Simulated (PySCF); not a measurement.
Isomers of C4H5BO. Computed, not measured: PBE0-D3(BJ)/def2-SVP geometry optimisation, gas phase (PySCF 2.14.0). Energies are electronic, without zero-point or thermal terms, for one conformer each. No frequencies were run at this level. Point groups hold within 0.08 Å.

Task: Rank from lowest to highest electronic energy at this level (kcal/mol).
A. `Bc1ccoc1`
B. `BC1=CC=CO1`

Result: B (0.0), A (3.0).

```
  SMILES      E (Eh)  E rel (kcal/mol)  dipole (D)  point group     A, B, C (MHz)
Bc1ccco1  -254.98927               0.0        2.39           Cs  8945, 3761, 2648
Bc1ccoc1  -254.98452               3.0        1.30           Cs  9053, 3598, 2575
```

Task: How do the relative energies change in single points at B3LYP/pcSseg-2 (no added dispersion term) on the same geometries?

Result: 
```csv
SMILES,PBE0-D3(BJ)/def2-SVP (kcal/mol),B3LYP/pcSseg-2 (kcal/mol),shift
Bc1ccco1,0.0,0.0,0.0
Bc1ccoc1,3.0,3.3,+0.3
```

Each column counts from its own lowest isomer. The order is unchanged; the largest shift is 0.3 kcal/mol.
